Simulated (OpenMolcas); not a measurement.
Ir6+: effect of the basis set

```json
{
 "Program": "OpenMolcas",
 "Method": "SS-RASPT2, IPEA 0.25 Eh, imaginary shift 0.1 Eh (closed shells correlated: 5s)",
 "Active space": "9 electrons in 8 orbitals (RAS1 5p, at most 2 holes; RAS2 5d)",
 "State averaging": "2S+1 = 4 even, 10 roots; 2S+1 = 2 even, 40 roots",
 "Spin-orbit coupling": "state interaction with AMFI integrals over the reference wave functions, term energies averaged over their components"
}
```

A. ANO-R2 [8s6p5d3f1g], X2C, finite nucleus; CASPT2 step about 40 core-seconds
B. ANO-RCC-VTZP [8s7p5d3f1g], DKH2, point nucleus; CASPT2 step roughly 40 core-seconds
C. ANO-RCC-VQZP [9s8p6d4f2g1h], DKH2, point nucleus; CASPT2 step roughly 50 core-seconds

Energies in cm⁻¹ above 5d³ ⁴F_3/2.

```
            Level      A      B      C
       5d³ ⁴F_3/2    0.0    0.0    0.0
       5d³ ⁴F_5/2   8470   8770   8270
       5d³ ⁴F_7/2  14640  15020  14320
5d³ ⁴P_1/2 [67 %]  19990  20160  19860
       5d³ ²G_7/2  28110  28510  27630
5d³ ²H_9/2 [55 %]  29510  29980  28990
       5d³ ⁴P_5/2  29890  30260  29620
5d³ ²P_1/2 [67 %]  35260  35720  34850
      5d³ ²H_11/2  38820  39250  38230
    5d³ ²D_5/2(1)  42260  42720  41770
5d³ ²G_9/2 [58 %]  45610  46330  44850
       5d³ ²F_5/2  46790  47030  46410
       5d³ ²F_7/2  48050  48400  47580
5d³ ²P_3/2 [56 %]  49040  49700  48410
    5d³ ²D_3/2(2)  70610  70900  70180
    5d³ ²D_5/2(2)  71590  72010  71070
```

Among A to C the level of the table that moves most is 5d³ ²G_9/2 [58 %], by 1500 cm-1 (lowest in C, highest in B). Moves below CASPT2's spread within the term are not significant.

Term energies are means over components that CASPT2 splits; among the terms shown or strongly mixed into the levels shown the widest spread is 180 cm-1 (5d³ ⁴F, B). Active for correlation alone: 5p; no level in the range computed is led by a configuration that opens it, so any true level of that kind is missing. Only configurations of the active space appear. Levels that lie high or do not pair safely by name in every column are left out.

A share in square brackets marks a mixed level and gives the weight of the term that names it, the lowest over the columns. A number in round brackets counts repeated terms of one configuration in the order of the reference energies.
